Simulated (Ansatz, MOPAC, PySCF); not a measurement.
Members of the series SiXY, Y = silyl; each row names its spin state. Isolated molecules, 0 K electronic values unless said otherwise. One relaxed conformer stands for each flexible species; it need not be the lowest. Strings in code marks are SMILES.

Quantity: adiabatic spin-state energy, in kcal/mol. HF references are unrestricted for open shells and restricted for singlets. The restricted reference of `[SiH3][Si][SiH3]`, `[SiH3][Si]S` and `[C-]#[N+][Si][SiH3]` is unstable towards unrestricted orbitals. Semi-empirical values (MOPAC) are differences of heats of formation.

Level 1: frozen-core CCSD(T)/cc-pVDZ // PBE0-D3(BJ)/def2-TZVP (Ansatz, a program for electronic structure)
Level 2: PBE-D3(BJ)/def2-TZVP // PBE0-D3(BJ)/def2-TZVP (PySCF)
Level 3: BP86/6-31G* // PBE0-D3(BJ)/def2-TZVP (PySCF)
Level 4: PM3 // PBE0-D3(BJ)/def2-TZVP (MOPAC)

```csv
species,level 1,level 2,level 3,level 4
`[SiH3][Si][SiH3]`: multiplicity 3 minus multiplicity 1,7.30,7.60,7.12,-3.09
`[C-]#[N+][Si][SiH3]`: multiplicity 3 minus multiplicity 1,20.8,17.2,18.9,5.05
`[SiH3][Si]S`: multiplicity 3 minus multiplicity 1,26.2,24.7,25.3,11.3
```
